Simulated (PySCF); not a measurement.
NMR data simulated for an unnamed compound:

1H NMR (300 MHz, computed): δ 6.17 (m, 1H), 5.91 (m, 1H), 5.56 (m, 2H), 5.50 (m, 1H), 5.29 (m, 1H).

13C{1H} NMR (computed): δ 171.5 (C), 129.7 (CH2), 129.2 (C), 103.0 (CH2), 95.7 (C), 95.2 (C), 74.0 (CH2).

[PySCF 2.14: GIAO PBE0/pcSseg-1 shieldings; GFN2-xTB geometry; one computed conformer; one averaged value for each set of equivalent atoms; no relativistic terms; isolated molecule]

δ = σ(ref) − σ, references computed at the same level: 1H, 13C vs TMS.

Question: Which of these does the molecule contain: an S-methyl group, a non-aromatic C=C double bond, a tert-butyl group, a C≡C triple bond, an aldehyde?

Answer: 
- An S-methyl group: no.
- A non-aromatic C=C double bond: yes.
- A tert-butyl group: no.
- A C≡C triple bond: yes (δC 95.2, 95.7).
- An aldehyde: no.

The data belong to `C=C(F)C(=C)C#CCF`, C₇H₆F₂; they needn't prove each group on their own.

Carbon signals by region: 1 in the far downfield region (above 160 ppm), 3 in the sp2 and nitrile region (100–160 ppm), 3 at 50–100 ppm. Above 160 ppm: 171.5, fully substituted alkene carbon.

Splittings by 19F in the carbon and heteronuclear signals aren't shown, as no couplings were computed. Shifts are as computed. Against solution values, carbons near 30 ppm lie about +3 ppm off and those near 130 ppm about +5 ppm. Of 1309 compounds with measured shifts, 239 miss one by over three times the rms of a fit or turn the order of signals round; such compounds aren't used in these exercises. Multiplicities follow the n + 1 count of equivalent neighbours, as no J values were calculated; m marks all less simple cases, F and P coupling included.
